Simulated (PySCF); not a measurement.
C4H5ClGe.
SMILES with atom numbers: `[Cl:1][C:2]1=[CH:3][GeH2:4][CH:5]=[CH:6]1` (hydrogens: H7 on C3; H8, H9 on Ge4; H10 on C5; H11 on C6)

Level of theory: PBE0-D3(BJ)/def2-SVP geometry optimisation, gas phase (PySCF).

(1) What internal coordinates does the optimisation give?

## Answers

(1) 
| bond | length (pm) |
| --- | --- |
| Cl1–C2 | 173.3 |
| C2=C3 | 134.5 |
| C3–Ge4 | 194.2 |
| Ge4–C5 | 194.7 |
| C5=C6 | 134.4 |
| C2–C6 | 148.3 |
| C3–H7 | 109.0 |
| Ge4–H8, Ge4–H9 | 153.8 |
| C5–H10 | 109.1 |
| C6–H11 | 109.4 |

Bonds in one row agree within 1 pm and their mean is given. A selection of angles:
| angle | degrees |
| --- | --- |
| Cl1–C2–C3 | 123.9 |
| Cl1–C2–C6 | 116.6 |
| C3–C2–C6 | 119.4 |
| C2–C3–Ge4 | 106.2 |
| C2–C3–H7 | 123.1 |
| Ge4–C3–H7 | 130.8 |
| C3–Ge4–C5 | 90.1 |
| C3–Ge4–H8 | 113.9 |
| C5–Ge4–H8 | 113.9 |
| H8–Ge4–H9 | 109.5 |
| Ge4–C5–C6 | 107.4 |
| Ge4–C5–H10 | 129.9 |
| C6–C5–H10 | 122.7 |
| C5–C6–H11 | 124.6 |
| C2–C6–C5 | 116.9 |
| C2–C6–H11 | 118.5 |

Dihedral angles: Cl1–C2–C3–Ge4 180° (antiperiplanar); C2–C3–Ge4–C5 0° (synperiplanar); C3–Ge4–C5–C6 0° (synperiplanar); Ge4–C5–C6–C2 0° (synperiplanar); Cl1–C2–C6–C5 180° (antiperiplanar).

The 6 heavy atoms lie in one plane (0.001 Å rms). Ge4 (germanium bonded to 2 C and 2 H) has angles from 90.1° to 114.4°. The C–C distances run from 1.344 Å (C5=C6, drawn double) to 1.483 Å (C2–C6, drawn single), a spread of 0.139 Å. The 5-membered ring C2–C3–Ge4–C5–C6 has internal angles of 90.1° to 119.4° (sum 540°, against 540° for a flat polygon); it is planar, 0.00 Å rms from its mean plane, widest ring torsion 0°.

Point group: Cs (tolerance 0.08 Å). PBE0-D3(BJ)/def2-SVP frequencies: not computed here.

On Arm Neoverse V1, one thread, shared host with 32 logical CPUs at a one-minute load of 10, this took 39 s and 0.50 GiB of memory at its peak. That covers the optimisation of the geometry.
